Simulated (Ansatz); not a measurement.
CH$_{6}$N$_{2}$Si (`N=C(N)[SiH3]`), relaxed with RKS PBE0-D4/def2-TZVP in Ansatz from a PBE-D4/def2-SVP geometry. The force threshold is 0.005 eV/Å; the program also tests the step.

Total charge 0; spin multiplicity 1.

Start:

```xyz
10

N     0.085    1.696   -0.214
C    -0.140    0.473    0.139
N    -0.911    0.019    1.187
Si    0.819   -0.807   -0.912
H    -0.426    2.371    0.389
H    -1.499    0.675    1.707
H    -1.150   -0.968    1.263
H     2.290   -0.672   -0.645
H     0.396   -2.213   -0.550
H     0.535   -0.575   -2.365
```

Q: By how much does the energy fall, and how many steps does the optimiser take? (Best estimate.)

A: Computed: 1.02 kcal/mol, in 10 steps.

Q: Which bonds change most? (Estimate.)

A: Computed: Si4–H9 from 1.512 to 1.492 Å; Si4–H10 from 1.499 to 1.480 Å; Si4–H8 from 1.501 to 1.483 Å; N1–C2 from 1.293 to 1.276 Å.

Q: Give the relaxed structure. (Best estimate.)

A: Computed: 
```xyz
10

N     0.044    1.680   -0.225
C    -0.136    0.468    0.131
N    -0.867    0.021    1.198
Si    0.814   -0.803   -0.910
H    -0.458    2.344    0.370
H    -1.464    0.666    1.692
H    -1.110   -0.951    1.261
H     2.261   -0.707   -0.602
H     0.345   -2.177   -0.568
H     0.570   -0.542   -2.347
```
